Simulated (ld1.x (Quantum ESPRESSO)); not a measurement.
An all-electron radial function and its pseudo partner (iron)

Columns: radius, all-electron u(r) and pseudo u(r) of the 3d shell (level -9.74 eV) of iron in the configuration [Ar] 3d6 4s1.75 4p0; LDA (PZ), scalar-relativistic, PAW scheme, ld1.x (Quantum ESPRESSO) 7.5.

```json
{"r (bohr)": "0.143", "all-electron": "0.1506", "pseudo": "0.0035"}
{"r (bohr)": "0.285", "all-electron": "0.4865", "pseudo": "0.0262"}
{"r (bohr)": "0.428", "all-electron": "0.7526", "pseudo": "0.0813"}
{"r (bohr)": "0.570", "all-electron": "0.8872", "pseudo": "0.1699"}
{"r (bohr)": "0.713", "all-electron": "0.9214", "pseudo": "0.2836"}
{"r (bohr)": "0.855", "all-electron": "0.8954", "pseudo": "0.4024"}
{"r (bohr)": "0.998", "all-electron": "0.8389", "pseudo": "0.5067"}
{"r (bohr)": "1.140", "all-electron": "0.7704", "pseudo": "0.5775"}
{"r (bohr)": "1.283", "all-electron": "0.6987", "pseudo": "0.6069"}
{"r (bohr)": "1.425", "all-electron": "0.6297", "pseudo": "0.5967"}
{"r (bohr)": "1.568", "all-electron": "0.5646", "pseudo": "0.5575"}
{"r (bohr)": "1.710", "all-electron": "0.5054", "pseudo": "0.5049"}
{"r (bohr)": "1.853", "all-electron": "0.4513", "pseudo": "0.4513"}
{"r (bohr)": "1.995", "all-electron": "0.4030", "pseudo": "0.4030"}
{"r (bohr)": "2.138", "all-electron": "0.3595", "pseudo": "0.3595"}
{"r (bohr)": "2.280", "all-electron": "0.3208", "pseudo": "0.3208"}
{"r (bohr)": "2.423", "all-electron": "0.2860", "pseudo": "0.2860"}
{"r (bohr)": "2.565", "all-electron": "0.2552", "pseudo": "0.2552"}
{"r (bohr)": "2.708", "all-electron": "0.2275", "pseudo": "0.2275"}
{"r (bohr)": "2.850", "all-electron": "0.2030", "pseudo": "0.2030"}
{"r (bohr)": "2.992", "all-electron": "0.1811", "pseudo": "0.1811"}
{"r (bohr)": "3.135", "all-electron": "0.1614", "pseudo": "0.1614"}
{"r (bohr)": "3.278", "all-electron": "0.1439", "pseudo": "0.1439"}
{"r (bohr)": "3.420", "all-electron": "0.1283", "pseudo": "0.1283"}
{"r (bohr)": "3.563", "all-electron": "0.1143", "pseudo": "0.1143"}
{"r (bohr)": "3.705", "all-electron": "0.1020", "pseudo": "0.1020"}
```

Problem. How many radial nodes do the two functions have?

Solution. The all-electron 3d function has n − l − 1 = 0; the pseudo-wave has 0.

Problem. At about which radius was the pseudo-wave matched?

Solution. 1.90 bohr. The columns agree to 0.0005 from 1.71 bohr on; several derivatives are matched, so the curves merge somewhat inside the radius.

Problem. Is the pseudo-wave norm-conserving?

Solution. No, it belongs to a PAW set: the norm inside the radius is not constrained, and the difference is carried by the augmentation charge.
